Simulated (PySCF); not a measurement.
Vertical excitations of a molecule C3H8N, multiplicity 2 from TDA-B3LYP/def2-SVPD (PySCF), as energy in eV (oscillator strength): 3.50 (0.006), 4.16 (0.011), 4.23 (0.009), 4.94 (0.007), 5.40 (0.028), 5.74 (0.063), 5.77 (0.086), 6.07 (0.002), 6.32 (0.008), 6.58 (0.017). Geometry: B3LYP-D3(BJ)/def2-SVP. The values are those of a single conformer.

Q: Which molecule gave these data?
A. [CH2]NCC
B. [CH2]N(C)C
C. CC(C)[NH]
D. C[CH]NC

A: A, [CH2]NCC
